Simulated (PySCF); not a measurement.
A structure optimised at PBE0-D3(BJ)/def2-SVP, used in a PySCF frequency run:

```
N
C 1 1.2651
H 2 1.1176 1 122.26
C 2 1.4949 3 114.20 1 179.96
H 4 1.0980 2 110.32 3 179.81
H 4 1.1029 5 109.76 2 121.75
H 4 1.1029 5 109.70 6 116.60
Si 1 1.7622 2 122.32 3 0.75
N 8 1.7169 1 103.44 2 -128.54
H 9 1.0119 8 121.89 1 176.49
H 9 1.0122 10 112.60 8 153.81
N 8 1.7187 9 107.82 10 -60.35
H 12 1.0130 8 120.39 9 160.91
H 12 1.0140 13 111.74 8 -148.23
H 8 1.5054 9 117.84 10 57.43
```

Q: Write its SMILES and formula.

A: C/C=N/[SiH](N)N, C2H9N3Si

Q: What are its rotational constants (standard atomic weights)?

A: 5.7794, 1.4592, 1.2628 GHz
